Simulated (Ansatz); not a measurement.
Geometry optimisation, RKS PBE-D4/STO-3G (Ansatz).

input.yaml

```yaml
crystal:
  periodic: [false, false, false]
  atoms:
    - { symbol: B, position_ang: [-0.9562, -1.8125, -0.9488] }
    - { symbol: C, position_ang: [-0.5528, -0.4402, -0.2212] }
    - { symbol: O, position_ang: [-0.9528, -0.5328, 1.1153] }
    - { symbol: F, position_ang: [-1.109, 0.6439, -0.8379] }
    - { symbol: S, position_ang: [1.2698, -0.2778, -0.3881] }
    - { symbol: C, position_ang: [1.4045, 1.3752, 0.4333] }
    - { symbol: H, position_ang: [-0.1914, -2.47, -1.4883] }
    - { symbol: H, position_ang: [-2.1102, -2.0443, -0.9926] }
    - { symbol: H, position_ang: [-1.0781, 0.404, 1.5011] }
    - { symbol: H, position_ang: [0.7539, 2.1024, -0.0459] }
    - { symbol: H, position_ang: [1.1247, 1.2822, 1.5287] }
    - { symbol: H, position_ang: [2.4747, 1.7148, 0.3784] }
basis:
  gaussian: { orbitals: STO-3G }
hamiltonian:
  xc: pbe
  dispersion: d4
relax:
  f_tol: 0.02
  max_steps: 40
```

Run as:

```bash
$ ansatz run input.yaml --threads 1 --pin off --max-ram 2048MiB --backend cpu --events-out ev --progress --plain --runs-dir out
```

**Question.** Where does it end, and by what steps?

**Answer.** The forces met the threshold. Limits of this set-up: minimal basis. After 15 steps the energy has fallen by 2.082 eV; F4 moved furthest, 0.99 Å. Parted: C2–F4. Joined: B1–F4.

```csv
step,energy less start (eV),largest force component (eV/Å),accepted
0,0.0000,2.780,yes
1,-0.3710,0.968,yes
2,-0.4172,0.766,yes
3,-0.4542,0.518,yes
4,-0.4885,0.566,yes
5,-0.6311,1.165,yes
6,-0.9885,1.588,yes
7,-1.5903,1.963,yes
8,-1.9331,1.365,yes
9,-2.0215,0.935,yes
10,-1.9416,1.825,no
11,-2.0703,0.262,yes
12,-2.0761,0.111,yes
13,-2.0800,0.144,yes
14,-2.0817,0.055,yes
15,-2.0821,0.019,yes
```

```xyz
12
Properties=species:S:1:pos:R:3
B -1.092 -1.658 -1.067
C -0.384 -0.669 -0.044
O -1.119 -0.228 1.068
F -1.231 -0.152 -1.406
S 1.347 -0.238 -0.248
C 1.405 1.388 0.610
H -0.418 -2.234 -1.847
H -2.122 -2.140 -0.748
H -0.664 0.657 1.374
H 0.670 2.110 0.201
H 1.270 1.308 1.708
H 2.415 1.801 0.433
```

Whether the end is a true minimum wasn't checked by a vibrational analysis.

Run time: 50 s on 1 thread of Intel(R) Xeon(R) Platinum 8375C CPU @ 2.90GHz (Ice Lake) (shared host), peak memory 0.19 GiB.
